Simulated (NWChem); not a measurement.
Molecule: SiHOCl3; SMILES O[Si](Cl)(Cl)Cl

```xyz
6

O     -1.8906    -0.2066     0.0000
Si    -0.2649    -0.0367     0.0000
Cl     0.3749     0.9839     1.6522
Cl     0.5171    -1.9106     0.0000
Cl     0.3749     0.9839    -1.6522
H     -2.4306     0.5907     0.0000
```
Atoms are numbered in this order, from 1.

Level: PBE0/def2-SVP (NWChem), optimised geometry, unscaled harmonic frequencies. 

Question: List the harmonic frequencies with IR intensities, and the thermochemistry.

Answer: 
```json
[
 {"frequency (cm⁻¹)": "118", "IR intensity (km/mol)": "48.9"},
 {"frequency (cm⁻¹)": "164", "IR intensity (km/mol)": "1.2"},
 {"frequency (cm⁻¹)": "195", "IR intensity (km/mol)": "32.6"},
 {"frequency (cm⁻¹)": "233", "IR intensity (km/mol)": "11.2"},
 {"frequency (cm⁻¹)": "272", "IR intensity (km/mol)": "13.2"},
 {"frequency (cm⁻¹)": "286", "IR intensity (km/mol)": "50.6"},
 {"frequency (cm⁻¹)": "468", "IR intensity (km/mol)": "13.0"},
 {"frequency (cm⁻¹)": "629", "IR intensity (km/mol)": "241.3"},
 {"frequency (cm⁻¹)": "632", "IR intensity (km/mol)": "165.7"},
 {"frequency (cm⁻¹)": "797", "IR intensity (km/mol)": "281.2"},
 {"frequency (cm⁻¹)": "966", "IR intensity (km/mol)": "106.5"},
 {"frequency (cm⁻¹)": "3923", "IR intensity (km/mol)": "158.2"}
]
```

```yaml
zero_point_energy: 12.4 kcal/mol
thermal correction to the enthalpy at 298.15 K (with zero-point energy): 17.3 kcal/mol
heat capacity Cv: 21.2 cal/(mol K)
entropy at 298.15 K and 1 atm (symmetry number 1): 84.2 cal/(mol K)
dipole_moment: 1.82 D
```

Rigid rotor and harmonic oscillator.
